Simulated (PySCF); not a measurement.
**Simulated absorption spectrum**

C9H5NS.
SMILES: `N#Cc1scc2ccccc12`

Method: TDDFT wB97X-D/def2-SVPD, vertical, gas phase, core orbitals frozen in the response in PySCF 2.14.0, density-fitted response routines. Geometry: PBE0-D3(BJ)/def2-SVP; no solvent, vibrations or thermal averaging.

Computed states:

| state | E (eV) | f |
| --- | --- | --- |
| S1 | 3.69 | 0.153 |
| S2 | 4.64 | 0.103 |
| S3 | 5.39 | 0.0001 |
| S4 | 5.57 | 0.194 |
| S5 | 5.59 | 0.015 |
| S6 | 5.93 | 0.0008 |

Broadening: Gaussians 0.25 eV wide at half height, area fixed by f = 4.319×10⁻⁹ ∫ε dν̃. The width is an assumption, not a result. The curve ends short of the highest state used, and states not computed would add to its high-energy end.

Question: Give the broadened spectrum and its maxima.

Answer: 
```json
{"λ (nm)": "232.5", "ε (L mol⁻¹ cm⁻¹)": "1834"}
{"λ (nm)": "235.1", "ε (L mol⁻¹ cm⁻¹)": "457"}
{"λ (nm)": "237.6", "ε (L mol⁻¹ cm⁻¹)": "94"}
{"λ (nm)": "240.2", "ε (L mol⁻¹ cm⁻¹)": "15"}
{"λ (nm)": "242.8", "ε (L mol⁻¹ cm⁻¹)": "3"}
{"λ (nm)": "245.3", "ε (L mol⁻¹ cm⁻¹)": "6"}
{"λ (nm)": "247.9", "ε (L mol⁻¹ cm⁻¹)": "35"}
{"λ (nm)": "250.5", "ε (L mol⁻¹ cm⁻¹)": "164"}
{"λ (nm)": "253.0", "ε (L mol⁻¹ cm⁻¹)": "561"}
{"λ (nm)": "255.6", "ε (L mol⁻¹ cm⁻¹)": "1582"}
{"λ (nm)": "258.2", "ε (L mol⁻¹ cm⁻¹)": "3526"}
{"λ (nm)": "260.7", "ε (L mol⁻¹ cm⁻¹)": "6185"}
{"λ (nm)": "263.3", "ε (L mol⁻¹ cm⁻¹)": "9038"}
{"λ (nm)": "265.9", "ε (L mol⁻¹ cm⁻¹)": "10841"}
{"λ (nm)": "268.4", "ε (L mol⁻¹ cm⁻¹)": "10833"}
{"λ (nm)": "271.0", "ε (L mol⁻¹ cm⁻¹)": "9109"}
{"λ (nm)": "273.6", "ε (L mol⁻¹ cm⁻¹)": "6488"}
{"λ (nm)": "276.1", "ε (L mol⁻¹ cm⁻¹)": "4038"}
{"λ (nm)": "278.7", "ε (L mol⁻¹ cm⁻¹)": "2133"}
{"λ (nm)": "281.3", "ε (L mol⁻¹ cm⁻¹)": "980"}
{"λ (nm)": "283.8", "ε (L mol⁻¹ cm⁻¹)": "410"}
{"λ (nm)": "286.4", "ε (L mol⁻¹ cm⁻¹)": "146"}
{"λ (nm)": "289.0", "ε (L mol⁻¹ cm⁻¹)": "47"}
{"λ (nm)": "291.5", "ε (L mol⁻¹ cm⁻¹)": "14"}
{"λ (nm)": "294.1", "ε (L mol⁻¹ cm⁻¹)": "4"}
{"λ (nm)": "296.7", "ε (L mol⁻¹ cm⁻¹)": "1"}
{"λ (nm)": "299.2", "ε (L mol⁻¹ cm⁻¹)": "2"}
{"λ (nm)": "301.8", "ε (L mol⁻¹ cm⁻¹)": "8"}
{"λ (nm)": "304.4", "ε (L mol⁻¹ cm⁻¹)": "27"}
{"λ (nm)": "306.9", "ε (L mol⁻¹ cm⁻¹)": "79"}
{"λ (nm)": "309.5", "ε (L mol⁻¹ cm⁻¹)": "214"}
{"λ (nm)": "312.1", "ε (L mol⁻¹ cm⁻¹)": "514"}
{"λ (nm)": "314.6", "ε (L mol⁻¹ cm⁻¹)": "1076"}
{"λ (nm)": "317.2", "ε (L mol⁻¹ cm⁻¹)": "2091"}
{"λ (nm)": "319.8", "ε (L mol⁻¹ cm⁻¹)": "3672"}
{"λ (nm)": "322.3", "ε (L mol⁻¹ cm⁻¹)": "5763"}
{"λ (nm)": "324.9", "ε (L mol⁻¹ cm⁻¹)": "8412"}
{"λ (nm)": "327.5", "ε (L mol⁻¹ cm⁻¹)": "11242"}
{"λ (nm)": "330.0", "ε (L mol⁻¹ cm⁻¹)": "13726"}
{"λ (nm)": "332.6", "ε (L mol⁻¹ cm⁻¹)": "15612"}
{"λ (nm)": "335.2", "ε (L mol⁻¹ cm⁻¹)": "16445"}
{"λ (nm)": "337.7", "ε (L mol⁻¹ cm⁻¹)": "16134"}
{"λ (nm)": "340.3", "ε (L mol⁻¹ cm⁻¹)": "14766"}
{"λ (nm)": "342.9", "ε (L mol⁻¹ cm⁻¹)": "12640"}
{"λ (nm)": "345.4", "ε (L mol⁻¹ cm⁻¹)": "10248"}
{"λ (nm)": "348.0", "ε (L mol⁻¹ cm⁻¹)": "7761"}
{"λ (nm)": "350.6", "ε (L mol⁻¹ cm⁻¹)": "5545"}
{"λ (nm)": "353.1", "ε (L mol⁻¹ cm⁻¹)": "3808"}
{"λ (nm)": "355.7", "ε (L mol⁻¹ cm⁻¹)": "2445"}
{"λ (nm)": "358.3", "ε (L mol⁻¹ cm⁻¹)": "1492"}
{"λ (nm)": "360.8", "ε (L mol⁻¹ cm⁻¹)": "887"}
{"λ (nm)": "363.4", "ε (L mol⁻¹ cm⁻¹)": "493"}
{"λ (nm)": "366.0", "ε (L mol⁻¹ cm⁻¹)": "263"}
{"λ (nm)": "368.5", "ε (L mol⁻¹ cm⁻¹)": "138"}
{"λ (nm)": "371.1", "ε (L mol⁻¹ cm⁻¹)": "68"}
{"λ (nm)": "373.7", "ε (L mol⁻¹ cm⁻¹)": "32"}
```

Maxima: 336 nm (3.69 eV), ε about 16000, made up of S1 (100%); 267 nm (4.64 eV), ε about 11000, made up of S2 (100%) (ε in L mol⁻¹ cm⁻¹; maxima over ε = 5, shares over 10%). At its high-energy end, 5.33 eV, the curve is still rising (ε about 1700, from S4).

Question: What would ε be at 3.69 eV, the highest of these maxima, with half the width (0.125 eV)?

Answer: About 32900 L mol⁻¹ cm⁻¹ against 16500, a factor of about 2.00; a lone state at its own centre would give exactly 2.

Question: On this curve, what absorbance would a 10⁻⁴ mol/L sample give at 308 nm over a 1 cm path?

Answer: 308 nm is 4.025 eV, where ε is about 120 L mol⁻¹ cm⁻¹, so A = ε c l ≈ 0.012 (Beer–Lambert, with the gas-phase spectrum and the assumed width).

Question: Coming from long wavelengths, where does ε first pass 100 L mol⁻¹ cm⁻¹?

Answer: At about 370 nm (3.35 eV), 0.34 eV below S1.
